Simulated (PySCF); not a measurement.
CH6BClSi, SMILES B[SiH2]CCl, singlet, CAM-B3LYP/def2-SVP optimised geometry.

```
10

B      1.08     0.92     1.32
Si     0.63    -0.53     0.00
C     -1.28    -0.53     0.00
Cl    -1.77     1.21     0.00
H      1.77     1.88     1.06
H      0.64     0.84     2.44
H      1.09    -0.28    -1.39
H      1.13    -1.88     0.42
H     -1.74    -1.01    -0.87
H     -1.69    -0.98     0.91
```

Density from PySCF 2.14.0 with CAM-B3LYP/def2-TZVP at that geometry.

Minimum of the electron density along straight lines between bonded atoms, close to the bond critical point (lines longer than 1.1 times the sum of covalent radii, or with two minima, are not listed):

```
bond    length / Å  ρ at the minimum / e bohr⁻³  ∇²ρ there / e bohr⁻⁵  position (fraction from the first atom)
------  ----------  ---------------------------  --------------------  ---------------------------------------
B1–Si2       2.016                        0.115                 -0.06                                     0.62
Si2–C3       1.902                        0.116                  0.18                                     0.39
C3–Cl4       1.812                        0.171                 -0.21                                     0.42
B1–H5        1.204                        0.185                 -0.44                                     0.44
B1–H6        1.206                        0.184                 -0.43                                     0.44
Si2–H7       1.490                        0.121                  0.15                                     0.49
Si2–H8       1.496                        0.118                  0.14                                     0.49
C3–H9        1.097                        0.278                 -0.96                                     0.65
C3–H10       1.098                        0.278                 -0.96                                     0.65
```
